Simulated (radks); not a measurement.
Values are calculated unless marked as measured or tabulated.
Q: Ni0.5-, 28.5 electrons, occupied as [Ar] 3d7 4s2 4p1.5 (fractional occupations, a model configuration). Level of theory: scalar-relativistic Kohn-Sham, LDA (Slater exchange, Perdew-Wang correlation), spin-unpolarised, spherical densities, finite nucleus; Fermi nuclear charge, rms radius 3.7757 fm (a radial shooting solver on a logarithmic mesh with Libxc functionals). Some entries of the table are withheld. Estimate them.

orbital  occ.  eigenvalue (hartree)  <r^2> (bohr^2)  <r> (bohr)
1s          2             -301.3667        0.003948     0.05418
2s          2                   (1)         0.07111      0.2455
2p          6             -31.25121         0.05705         (2)
3s          2              -4.25633          0.6274      0.7371
3p          6              -2.80775          0.7020         (3)
3d          7              -0.49687             (4)      0.9316
4s          2              -0.20247             (5)       2.592
4p        1.5              -0.01219           20.85       4.076

A: 
(1) 2s eigenvalue (hartree): -36.23978
(2) 2p <r> (bohr): 0.2156
(3) 3p <r> (bohr): 0.7715
(4) 3d <r^2> (bohr^2): 1.133
(5) 4s <r^2> (bohr^2): 7.850
